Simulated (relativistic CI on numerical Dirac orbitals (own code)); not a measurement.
Cl¹⁴⁺: sensitivity of the levels to the model

Base calculation: Dirac-Coulomb-Breit CI, orbitals from a KLI potential per configuration, QED by a radiative potential, unscaled Slater integrals.

Configuration list (outside the closed core 1s2): 2s, 2p, 3s, 3p, 3d, 4s, 4p, 4d, 4f, 5s, 5p, 5d, 5f, 5g. Levels of other configurations are missing.

The lowest level and the first level of each name with at least 55 % of one term (blank where a level has no safe partner in the second run):

| Level | Base (eV) | Shift (eV) |
| --- | --- | --- |
| 2s ²S1/2 | 0.000 | 0.000 |
| 2p ²P°1/2 | 29.975 | -0.497 |
| 2p ²P°3/2 | 32.418 | -2.941 |
| 3s ²S1/2 | 456.395 | -2.201 |
| 3p ²P°1/2 | 464.682 | -2.333 |
| 3p ²P°3/2 | 465.401 | -3.052 |
| 3d ²D3/2 | 468.426 | -3.021 |
| 3d ²D5/2 | 468.653 | -3.248 |
| 4s ²S1/2 | 612.481 | -2.838 |
| 4p ²P°1/2 | 615.889 | -2.890 |
| 4p ²P°3/2 | 616.191 | -3.192 |
| 4d ²D3/2 | 617.447 | -3.181 |
| 4d ²D5/2 | 617.542 | -3.277 |
| 4f ²F°5/2 | 617.602 | -3.276 |
| 4f ²F°7/2 | 617.650 | -3.324 |
| 5s ²S1/2 | 683.913 | -3.083 |
| 5p ²P°1/2 | 685.635 | -3.108 |
| 5p ²P°3/2 | 685.789 | -3.263 |
| 5d ²D3/2 | 686.428 | -3.257 |
| 5d ²D5/2 | 686.477 | -3.306 |
| 5f ²F°5/2 | 686.510 | -3.306 |
| 5f ²F°7/2 | 686.535 | -3.330 |

At this charge energies of transitions that change n are usually good to better than 1 %, and those within a shell (Δn = 0) to a few per cent.

Problem. One thing was changed in a second run, which moved the levels as shown. Which?
A. configuration mixing switched off
B. Breit term removed
C. non-relativistic limit
D. P86 correlation estimate
E. QED terms removed

Solution. C. Non-relativistic limit. Without relativity the fine structure collapses and s electrons lose their extra binding.
